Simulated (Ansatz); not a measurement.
Stretching the Sn1–F3 bond in FHSn (SMILES [F][SnH]) (multiplicity 1 held, fragments rigid). Energies count from the point at 1.961 Å.
Geometry at that point (charge 0, multiplicity 1):
```xyz
3

Sn    -0.09096    -0.17371     0.21891
H     -1.03509    -1.08912    -1.00040
F      0.62035     1.08605    -1.10499
```

Restricted levels (R-, RO-) in cc, def2 and unpolarised 6-31G sets keep to the state of the molecule at rest. U- levels take the lowest unrestricted solution at each point, which mixes spins at long bonds. Active spaces are followed from a long bond inwards. Curves can end on different states.

Correlated levels freeze the cores. Filled d and f shells under p-block atoms count as core.

Run with Ansatz (an electronic-structure program) with Gaussian orbitals.  In def2 rows elements past Kr take small-core potentials, without spin–orbit coupling.

Energies in kcal/mol.

```tsv
R (Å)	R-HF/def2-SVP	U-MP2/def2-SVP	R-SCS-MP2/def2-SVP	U-SCS-MP2/def2-SVP	FIC-MRCISD+Q on CASSCF(6,4)/def2-SVP
1.569	77.6	83.0	83.0	83.0	82.6
1.765	12.2	14.4	14.5	14.5	14.2
1.961	0.0	0.0	0.0	0.0	0.0
2.157	8.9	7.6	7.4	7.4	7.1
2.353	25.1	23.0	22.6	22.6	21.9
2.647	51.0	48.5	47.9	47.9	46.3
2.942	74.0	93.7	70.4	92.0	67.9
3.432	103.9	107.9	99.7	105.0	92.0
3.922	125.6	111.4	120.6	108.1	100.5
4.510	144.1	112.0	136.7	108.6	103.2
5.295	159.6	112.3	145.9	108.9	103.9
6.275	170.6	112.4	143.3	109.0	104.0
```

Doubts at one or more of the structures used: a restricted determinant that unrestricted orbitals would lower (R-HF/def2-SVP, R-SCS-MP2/def2-SVP); a spin-contaminated determinant (U-MP2/def2-SVP, U-SCS-MP2/def2-SVP); active orbitals that take no part (FIC-MRCISD+Q on CASSCF(6,4)/def2-SVP).
